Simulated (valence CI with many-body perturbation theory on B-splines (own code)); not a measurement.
## Au38+: what the settings do

Computed by valence CI with perturbative core correlation (CI+MBPT): five valence electrons over a frozen Dirac-Fock core [Kr], a basis of 6 s, 6 p, 5 d, 5 f, 1 g functions for each j, with the one-electron correlation potential Σ1 (screened to all orders), the two-electron term Σ2, the three-electron term Σ3, Breit, model QED; selected single and double excitations, second order for the rest, scaled by the run's own slope (own B-spline code, finite nucleus).

No measured spectrum was set against this ion. As an estimate, large intervals hold to a few tenths of a per cent, small ones and those within an open d or f shell to about a per cent. Only levels of the ground parity were solved; by the run's estimate the other parity begins above the list, which can be wrong where configurations are misplaced.

The reference run has the lowest level (4d3/2^4 4d5/2) J=5/2 and an ionisation energy of 1759.76 eV. Its largest variational space holds 9996 state functions.

Levels are named by their leading jj configuration (3d3/2^4 stands for four electrons in 3d with j = 3/2), which in mixed levels can hold well under half, so a name can repeat and another be missing. Letters in brackets count levels of one name in rising energy.

Changed runs:
A. factor on the speed of light 1 → 100; QED terms on → off
B. screening of Σ1 on → off
C. three-electron term on → off
D. start configuration 4d5 → 5d5 (bad on purpose)

Excitation energies of the reference run in cm⁻¹, and shifts in cm⁻¹:

| Level | Reference | B | C |
| --- | --- | --- | --- |
| (4d3/2^3 4d5/2^2) J=5/2 [a] | 158610 | +236 | -1089 |
| (4d3/2^3 4d5/2^2) J=7/2 [a] | 199508 | +231 | +190 |
| (4d3/2^3 4d5/2^2) J=3/2 [a] | 204361 | +230 | +463 |
| (4d3/2^3 4d5/2^2) J=11/2 | 208213 | +235 | +273 |
| (4d3/2^3 4d5/2^2) J=9/2 | 222730 | +236 | +528 |
| (4d3/2^3 4d5/2^2) J=5/2 [b] | 233168 | +239 | +729 |
| (4d3/2^3 4d5/2^2) J=1/2 | 242744 | +246 | +916 |
| (4d3/2^3 4d5/2^2) J=7/2 [b] | 248728 | +232 | +1754 |
| (4d3/2^3 4d5/2^2) J=3/2 [b] | 302345 | +246 | +1894 |
| (4d3/2^2 4d5/2^3) J=5/2 [a] | 355998 | +458 | -455 |
| (4d3/2^2 4d5/2^3) J=7/2 [a] | 384266 | +468 | +144 |
| (4d3/2^2 4d5/2^3) J=11/2 | 389954 | +471 | +121 |
| Ionisation energy (eV) | 1759.76 | +0.17 | -0.07 |

Run A ends with another lowest level, (4d3/2^2 4d5/2^3) J=5/2, and an ionisation energy of 1777.90 eV.

Run D: It gave no result: the start configuration must fill the lowest shells above the core. The program said: "5d is not the lowest shell of its kind above the core".
